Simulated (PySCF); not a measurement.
A calculated (PBE0, PySCF 2.14, aug-cc-pVDZ, the non-relativistic Hamiltonian (point nucleus)) atom or ion has these occupied shells.

```json
{"shell": "1s α", "electrons": "1", "orbital energy (eV)": "-8179.3", "rms radius, mean of both spins (bohr)": "0.0634"}
{"shell": "1s β", "electrons": "1", "orbital energy (eV)": "-8179.3", "rms radius, mean of both spins (bohr)": "0.0634"}
{"shell": "2s α", "electrons": "1", "orbital energy (eV)": "-990.63", "rms radius, mean of both spins (bohr)": "0.269"}
{"shell": "2s β", "electrons": "1", "orbital energy (eV)": "-988.37", "rms radius, mean of both spins (bohr)": "0.269"}
{"shell": "2p α", "electrons": "3", "orbital energy (eV)": "-864.78", "rms radius, mean of both spins (bohr)": "0.240"}
{"shell": "2p β", "electrons": "3", "orbital energy (eV)": "-862.89", "rms radius, mean of both spins (bohr)": "0.240"}
{"shell": "3s α", "electrons": "1", "orbital energy (eV)": "-125.11", "rms radius, mean of both spins (bohr)": "0.800"}
{"shell": "3s β", "electrons": "1", "orbital energy (eV)": "-120.27", "rms radius, mean of both spins (bohr)": "0.800"}
{"shell": "3p α", "electrons": "3", "orbital energy (eV)": "-86.091", "rms radius, mean of both spins (bohr)": "0.842"}
{"shell": "3p β", "electrons": "3", "orbital energy (eV)": "-80.859", "rms radius, mean of both spins (bohr)": "0.842"}
{"shell": "3d α", "electrons": "5", "orbital energy (eV)": "-21.130", "rms radius, mean of both spins (bohr)": "1.04"}
{"shell": "3d β", "electrons": "2", "orbital energy (eV)": "-18.124", "rms radius, mean of both spins (bohr)": "1.04"}
{"shell": "4s α", "electrons": "1", "orbital energy (eV)": "-9.304", "rms radius, mean of both spins (bohr)": "2.82"}
{"shell": "4s β", "electrons": "1", "orbital energy (eV)": "-7.917", "rms radius, mean of both spins (bohr)": "2.82"}
{"shell": "4p α", "electrons": "1", "orbital energy (eV)": "-3.859", "rms radius, mean of both spins (bohr)": "3.77"}
```

Name the element and its charge.

Ni (nickel, neutral), in [Ar] 3d7 4s2 4p1, one real determinant (an excited configuration).
